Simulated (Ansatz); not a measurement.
One change: `[CH3][GeH]([OH])[F]` becomes `[CH3][Ge]([OH])([OH])[F]`.

Ansatz, PBE0-D4/def2-TZVP geometries, multiplicity 1. Each molecule was computed in one conformer, which needn't be the lowest.

Scalar relativity is left out up to krypton.

| property | `[CH3][GeH]([OH])[F]` |
| --- | --- |
| LUMO energy (PBE0/def2-TZVPP) / eV | 0.64 |
| HOMO–LUMO gap (PBE0/def2-TZVPP) / eV | 9.57 |
| HOMO energy (PBE0/def2-TZVPP) / eV | -8.93 |
| HOMO energy (ωB97M-V/def2-TZVPP) / eV | -11.24 |
| size of the dipole moment (PBE/def2-TZVPP) / D | 1.77 |
| LUMO energy (PBE/def2-TZVPP) / eV | -0.29 |

(1) Give the same properties after the change, and the shifts. (Estimate.)

Answers

(1) Ansatz gave: 
```csv
property,`[CH3][Ge]([OH])([OH])[F]`,shift
LUMO energy (PBE0/def2-TZVPP) / eV,0.19,-0.45
HOMO–LUMO gap (PBE0/def2-TZVPP) / eV,9.19,-0.38
HOMO energy (PBE0/def2-TZVPP) / eV,-9.01,-0.08
HOMO energy (ωB97M-V/def2-TZVPP) / eV,-11.41,-0.17
size of the dipole moment (PBE/def2-TZVPP) / D,1.05,-0.72
LUMO energy (PBE/def2-TZVPP) / eV,-0.76,-0.47
```

With PBE0 the HOMO falls by 0.08 eV and the LUMO falls by 0.45 eV, so the gap narrows by about 0.37 eV. PBE moves the HOMO by 0.02 eV and ωB97M-V by -0.17 eV. The zero-point energy changes by 15.5 kJ/mol with +3 modes. Dipoles are sizes alone; their direction can turn.
